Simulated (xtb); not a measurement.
Harmonic IR lines of one isomer of C3H3Cl, unscaled. Method: xtb 6.7.1 with GFN2-xTB.

```json
[
 {"wavenumber (cm⁻¹)": "292", "relative intensity": "5.9"},
 {"wavenumber (cm⁻¹)": "474", "relative intensity": "6.5"},
 {"wavenumber (cm⁻¹)": "518", "relative intensity": "13"},
 {"wavenumber (cm⁻¹)": "719", "relative intensity": "26"},
 {"wavenumber (cm⁻¹)": "800", "relative intensity": "51"},
 {"wavenumber (cm⁻¹)": "872", "relative intensity": "100"},
 {"wavenumber (cm⁻¹)": "1115", "relative intensity": "30"},
 {"wavenumber (cm⁻¹)": "1237", "relative intensity": "58"},
 {"wavenumber (cm⁻¹)": "1412", "relative intensity": "30"},
 {"wavenumber (cm⁻¹)": "2077", "relative intensity": "87"},
 {"wavenumber (cm⁻¹)": "3073", "relative intensity": "19"},
 {"wavenumber (cm⁻¹)": "3083", "relative intensity": "16"}
]
```

Task: Which structure gives these lines?
A) `ClC1=CC1`
B) `C=C=CCl`
C) `C#CCCl`

Result: B, `C=C=CCl`
